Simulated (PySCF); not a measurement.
C2H8Si2 (SMILES C1[SiH2]C[SiH2]1), singlet, geometry from GFN2-xTB; DF-B3LYP/def2-SVP in PySCF.

Here is a job for PySCF.
```python
from pyscf import gto, scf, dft

mol = gto.M(
    atom='''
C     0.252094    0.385150    1.246407
Si    1.345512   -0.266337   -0.189850
C    -0.253626   -0.395265   -1.242925
Si   -1.344790    0.271105    0.188208
H     0.499997    1.387923    1.584982
H     0.250765   -0.244754    2.132407
H     2.328275    0.697745   -0.691746
H     2.007125   -1.546267    0.077003
H    -0.256489    0.220533   -2.138708
H    -0.500352   -1.403859   -1.564856
H    -1.986513    1.559711   -0.085405
H    -2.343726   -0.677097    0.688412
''',
    basis='def2-svp',
    charge=0,
    spin=0,
    verbose=4,
)

mf = dft.RKS(mol)
mf.xc = 'b3lyp'
mf = mf.density_fit(auxbasis='def2-universal-jkfit')
mf.kernel()
mf.analyze()
```

Task: Write the output that PySCF gives for this input, abridged.

Result: 
```
PySCF version 2.14.0

[INPUT] verbose = 4
[INPUT] num. atoms = 12
[INPUT] num. electrons = 48
[INPUT] charge = 0
[INPUT] spin (= nelec alpha-beta = 2S) = 0
[INPUT] symmetry False subgroup None
[INPUT] Mole.unit = angstrom
[INPUT] Symbol           X                Y                Z      unit          X                Y                Z       unit  Magmom
[INPUT]  1 C      0.252094000000   0.385150000000   1.246407000000 AA    0.476388617646   0.727828016876   2.355367869741 Bohr   0.0
[INPUT]  2 Si     1.345512000000  -0.266337000000  -0.189850000000 AA    2.542649177316  -0.503303986838  -0.358764504749 Bohr   0.0
[INPUT]  3 C     -0.253626000000  -0.395265000000  -1.242925000000 AA   -0.479283678069  -0.746942596626  -2.348787843375 Bohr   0.0
[INPUT]  4 Si    -1.344790000000   0.271105000000   0.188208000000 AA   -2.541284795054   0.512314201000   0.355661574452 Bohr   0.0
[INPUT]  5 H      0.499997000000   1.387923000000   1.584982000000 AA    0.944857393104   2.622794351985   2.995181892365 Bohr   0.0
[INPUT]  6 H      0.250765000000  -0.244754000000   2.132407000000 AA    0.473877171627  -0.462518027892   4.029665216105 Bohr   0.0
[INPUT]  7 H      2.328275000000   0.697745000000  -0.691746000000 AA    4.399802092672   1.318546954785  -1.307210487763 Bohr   0.0
[INPUT]  8 H      2.007125000000  -1.546267000000   0.077003000000 AA    3.792916547768  -2.922021145453   0.145514580770 Bohr   0.0
[INPUT]  9 H     -0.256489000000   0.220533000000  -2.138708000000 AA   -0.484693963964   0.416746971429  -4.041572380416 Bohr   0.0
[INPUT] 10 H     -0.500352000000  -1.403859000000  -1.564856000000 AA   -0.945528245878  -2.652909027506  -2.957149264382 Bohr   0.0
[INPUT] 11 H     -1.986513000000   1.559711000000  -0.085405000000 AA   -3.753965512888   2.947426623471  -0.161392059668 Bohr   0.0
[INPUT] 12 H     -2.343726000000  -0.677097000000   0.688412000000 AA   -4.429000251022  -1.279527889765   1.300910140864 Bohr   0.0

nuclear repulsion = 217.220338461396
number of shells = 52
number of NR pGTOs = 176
number of NR cGTOs = 104
basis = def2-svp
ecp = {}

******** <class 'pyscf.df.df_jk.DFRKS'> ********
method = DFRKS
initial guess = minao
damping factor = 0
level_shift factor = 0
DIIS = <class 'pyscf.scf.diis.CDIIS'>
diis_start_cycle = 1
diis_space = 8
diis_damp = 0
SCF conv_tol = 1e-09
SCF conv_tol_grad = None
SCF max_cycles = 50
direct_scf = False
XC library pyscf.dft.libxc version 7.1.2
    S. Lehtola, C. Steigemann, M. J. T. Oliveira, and M. A. L. Marques,  SoftwareX 7, 1–5 (2018)
XC functionals = b3lyp
    P. J. Stephens, F. J. Devlin, C. F. Chabalowski, and M. J. Frisch,  J. Phys. Chem. 98, 11623 (1994)
radial grids:
    Treutler-Ahlrichs [JCP 102, 346 (1995); DOI:10.1063/1.469408] (M4) radial grids

becke partition: Becke, JCP 88, 2547 (1988); DOI:10.1063/1.454033
pruning grids: <function nwchem_prune>
grids dens level: 3
symmetrized grids: False
atomic radii adjust function: <function treutler_atomic_radii_adjust>
small_rho_cutoff = 0
Set gradient conv threshold to 3.16228e-05
Initial guess from minao.
tot grids = 145064
******** <class 'pyscf.df.df.DF'> ********
auxbasis = def2-universal-jkfit
init E= -659.845517681481
  HOMO = -0.326526356693682  LUMO = -0.0504044400684429  gap/eV = 7.51366
cycle= 1 E= -659.731561866246  delta_E= 0.114  |g|= 0.517  |ddm|= 3.27
  HOMO = -0.206009282870372  LUMO = 0.0252675559249722  gap/eV = 6.29336
cycle= 2 E= -659.655829514364  delta_E= 0.0757  |g|= 0.712  |ddm|= 1.35
  HOMO = -0.282326963580383  LUMO = 0.000814467343470238  gap/eV = 7.70467
cycle= 3 E= -659.802980997662  delta_E= -0.147  |g|= 0.0448  |ddm|= 0.87
  HOMO = -0.277983449971107  LUMO = 0.00330738561882615  gap/eV = 7.65431
cycle= 4 E= -659.80362517279  delta_E= -0.000644  |g|= 0.0135  |ddm|= 0.0861
  HOMO = -0.279798215592947  LUMO = 0.00208262117247759  gap/eV = 7.67037
cycle= 5 E= -659.803681079406  delta_E= -5.59e-05  |g|= 0.00213  |ddm|= 0.0204
  HOMO = -0.279520696684655  LUMO = 0.0023728974168189  gap/eV = 7.67072
cycle= 6 E= -659.803682913878  delta_E= -1.83e-06  |g|= 0.000101  |ddm|= 0.00389
  HOMO = -0.279521274157852  LUMO = 0.00236826205940055  gap/eV = 7.67060
cycle= 7 E= -659.803682917782  delta_E= -3.9e-09  |g|= 1.3e-05  |ddm|= 0.000204
  HOMO = -0.279520712596071  LUMO = 0.0023689684843804  gap/eV = 7.67061
cycle= 8 E= -659.803682917842  delta_E= -6.06e-11  |g|= 3.08e-06  |ddm|= 2.47e-05
  HOMO = -0.279520789546802  LUMO = 0.00236871508440517  gap/eV = 7.67060
Extra cycle  E= -659.803682917838  delta_E= 4.21e-12  |g|= 2.33e-06  |ddm|= 7.38e-06
converged SCF energy = -659.803682917838
**** SCF Summaries ****
Total Energy =                        -659.803682917838273
Nuclear Repulsion Energy =             217.220338461396324
One-electron Energy =                -1341.831325053708497
Two-electron Energy =                  464.807303674473928
Two-electron Coulomb Energy =          520.561744624289645
DFT Exchange-Correlation Energy =      -55.754440949815731
HOMO-LUMO gap [eV] =                     7.670604125506366
**** MO energy ****
MO #1   energy= -66.1078856082991  occ= 2
MO #2   energy= -66.1077487088627  occ= 2
MO #3   energy= -10.1569614095762  occ= 2
MO #4   energy= -10.1569141217475  occ= 2
MO #5   energy= -5.27703902931269  occ= 2
MO #6   energy= -5.27696760570265  occ= 2
MO #7   energy= -3.6386382197396   occ= 2
MO #8   energy= -3.63862694466347  occ= 2
MO #9   energy= -3.63860267122365  occ= 2
MO #10  energy= -3.63857240541665  occ= 2
MO #11  energy= -3.63845961015185  occ= 2
MO #12  energy= -3.638399260658    occ= 2
MO #13  energy= -0.712503533859117 occ= 2
MO #14  energy= -0.647831940868285 occ= 2
MO #15  energy= -0.515067121640833 occ= 2
MO #16  energy= -0.493054416614859 occ= 2
MO #17  energy= -0.427189390643319 occ= 2
MO #18  energy= -0.405383681909792 occ= 2
MO #19  energy= -0.392885411376557 occ= 2
MO #20  energy= -0.347487706784929 occ= 2
MO #21  energy= -0.327110584163441 occ= 2
MO #22  energy= -0.299215631560322 occ= 2
MO #23  energy= -0.293971867449133 occ= 2
MO #24  energy= -0.279520789546802 occ= 2
MO #25  energy= 0.00236871508440517 occ= 0
MO #26  energy= 0.0322167163111833 occ= 0
MO #27  energy= 0.0382978377640422 occ= 0
MO #28  energy= 0.0837053771580685 occ= 0
MO #29  energy= 0.0869717889770181 occ= 0
MO #30  energy= 0.100001753253908  occ= 0
MO #31  energy= 0.119133365944257  occ= 0
MO #32  energy= 0.120886400326208  occ= 0
 ** Mulliken pop on meta-lowdin orthogonal AOs  **
 ** Mulliken pop  **
 ** Mulliken atomic charges  **
charge of    0C =     -0.65030
charge of    1Si =      0.64185
charge of    2C =     -0.65030
charge of    3Si =      0.64185
charge of    4H =      0.11493
charge of    5H =      0.11507
charge of    6H =     -0.11082
charge of    7H =     -0.11072
charge of    8H =      0.11493
charge of    9H =      0.11507
charge of   10H =     -0.11082
charge of   11H =     -0.11072
Dipole moment(X, Y, Z, Debye): -0.00160, -0.01057,  0.00363
```
